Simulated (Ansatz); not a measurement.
`[OH][GeH2][GeH2][OH]` + H–F → `[OH][GeH2][F]` + `[OH][GeH3]`  (cleavage of the Ge–Ge bond)

Gas-phase electronic energies from Ansatz, PBE0-D4/def2-TZVP geometries. CBS: MP2 limit from def2 TZ/QZ plus the TZ coupled-cluster correction, frozen cores. This one scheme is used for every species. Functionals use def2-TZVPP. For Ge outer-core shells are correlated without core-valence functions, which leaves a few kJ/mol of doubt a bond. Scalar relativity is left out up to krypton. One conformer a species, not always the lowest.

Question: Is it downhill or uphill in electronic energy at CCSD(T)/CBS, and by how much? (Best estimate.)

Answer: Computed: Downhill: ΔE = -50.4 kJ/mol.

Question: What do these levels give: PBE-D4, r2SCANh-D4, r2SCAN0-D4, B2PLYP, PBE-QIDH, CCSD/def2-SVP? (Best estimate.)

Answer: Computed: PBE-D4 -41.8, r2SCANh-D4 -56.4, r2SCAN0-D4 -55.6, B2PLYP -62.5, PBE-QIDH -54.6, CCSD/def2-SVP -78.6 kJ/mol.

Largest T1 diagnostic among the species: 0.012.

At CCSD(T), def2-SVP lies −26.4 kJ/mol from the extrapolated value and def2-TZVPP −5.4 kJ/mol. The D4 term adds +7.7 kJ/mol with B3LYP and +4.5 kJ/mol with PBE0; it sums over pairs of atoms, weighted by their polarisabilities, and B3LYP, whose exchange is more repulsive, gets the larger term.

B3LYP here is the variant with VWN-RPA as its local correlation; programs differ in this.
